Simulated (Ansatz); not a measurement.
Ansatz (a program for electronic structure) input:

Ansatz 0.2 input:
```yaml
crystal:
  periodic: [false, false, false]
  atoms:
    - {symbol: C, position_ang: [-2.87126342, -0.96495414, 0.54839182]}
    - {symbol: C, position_ang: [-1.70718957, -0.45936687, -0.22024206]}
    - {symbol: C, position_ang: [-0.36632806, -0.76386727, 0.44680197]}
    - {symbol: C, position_ang: [0.85187967, -0.26413084, -0.31092891]}
    - {symbol: C, position_ang: [2.16360514, -0.70401384, 0.30835443]}
    - {symbol: Cl, position_ang: [0.82765430, 1.56407531, -0.39944553]}
    - {symbol: H, position_ang: [-3.83148829, -1.10547206, 0.07233915]}
    - {symbol: H, position_ang: [-2.82271678, -1.06190326, 1.62513557]}
    - {symbol: H, position_ang: [-1.78705454, 0.62924386, -0.35781738]}
    - {symbol: H, position_ang: [-1.71723788, -0.87539861, -1.23478545]}
    - {symbol: H, position_ang: [-0.25656034, -1.84865886, 0.55122241]}
    - {symbol: H, position_ang: [-0.35039640, -0.34771514, 1.45802924]}
    - {symbol: H, position_ang: [0.79986057, -0.57501621, -1.35410381]}
    - {symbol: H, position_ang: [3.01330051, -0.31546993, -0.25112383]}
    - {symbol: H, position_ang: [2.23982963, -0.35528074, 1.33900269]}
    - {symbol: H, position_ang: [2.21811758, -1.79561165, 0.30841209]}
basis:
  gaussian:
    orbitals: def2-TZVP
hamiltonian:
  xc: b3lyp
  dispersion: d3bj
magnetization: {spin_polarized: true, initial_magnetization: 1}
phonons: {temperatures: {t_min: 298.15, t_max: 298.15, t_step: 100}}
```

Question: Predict the final energy.

Answer: -656.82854 Eh (B3LYP-D3(BJ)/def2-TZVP). The basis has 252 functions.

It need not be the lowest isomer of its formula.
